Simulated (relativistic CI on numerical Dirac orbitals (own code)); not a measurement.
**Er14+: q coefficients and field-shift factors**

Method of calculation: Dirac-Coulomb-Breit CI, KLI orbitals optimised for each configuration, derivatives by finite differences, unscaled Slater integrals, QED left out (own radial code, finite nucleus).

CI space (outside the closed core [Kr] 4d10): 4f⁷5s, 4f⁸. The list is cut by size and lacks configurations that can hold low levels.

With x = (α/α₀)² − 1 an excitation energy changes as ω = ω₀ + qx; K = 2q/ω₀ is the relative enhancement. Terms are leading LS components, so labels can repeat. The field-shift factor is F = δν/δ⟨r²⟩ for the transition from the lowest level.

Lowest level 4f⁷5s ⁹S°4.

```
     Level  ω₀ (cm⁻¹)  q (cm⁻¹)  F (GHz/fm²)
4f⁷5s ⁷S°3    36917.2      7260        -10.2
4f⁷5s ⁷P°4    59854.3     -5169       -0.943
4f⁷5s ⁷P°3    61084.4     -3054       -0.898
4f⁷5s ⁷P°2    62199.5     -1452       -0.721
4f⁷5s ⁷I°3    65166.8     -2851       -0.828
4f⁷5s ⁷I°9    65480.9     -1390       -0.684
4f⁷5s ⁷I°4    65645.3     -1849       -0.758
4f⁷5s ⁷I°5    66085.2    -927.5       -0.692
4f⁷5s ⁷I°8    66238.1    -199.6       -0.621
4f⁷5s ⁷I°6    66399.8    -225.9        -0.64
4f⁷5s ⁷I°7    66489.2     77.39       -0.613
4f⁷5s ⁷D°5    73181.0     -1899       -0.636
4f⁷5s ⁷D°1    74891.0      1113       -0.615
4f⁷5s ⁷D°4    75415.8      1367       -0.507
4f⁷5s ⁷D°2    75639.0      2203       -0.565
4f⁷5s ⁷D°3    76028.2      2566       -0.518
4f⁷5s ⁵P°3    86412.0     -2869        -7.68
4f⁷5s ⁵P°2    88477.4     884.2        -7.62
4f⁷5s ⁵P°1    90354.9      4406        -7.91
4f⁷5s ⁵I°4    91422.3     -5423        -4.78
4f⁷5s ⁷G°5    92423.3     -3462        -2.97
4f⁷5s ⁷G°6    92526.4     -5005         -1.8
4f⁷5s ⁵I°4    92787.2     -1695        -4.33
```

At this charge energies of transitions that change n are usually good to better than 1 %, and those within a shell (Δn = 0) to a few per cent. Terms inside the open d or f shell come out 10 to 20 % too wide with unscaled integrals. Levels and lines within the n = 5 or 6 shells can be off by up to 10 % or somewhat more, and those that change n by about 2 %, since core polarisation is missing.

(1) Which transition from the lowest level has the largest |K|?

Results:

(1) 4f⁷5s ⁷S°3 at 36917.2 cm⁻¹, K = 0.393.
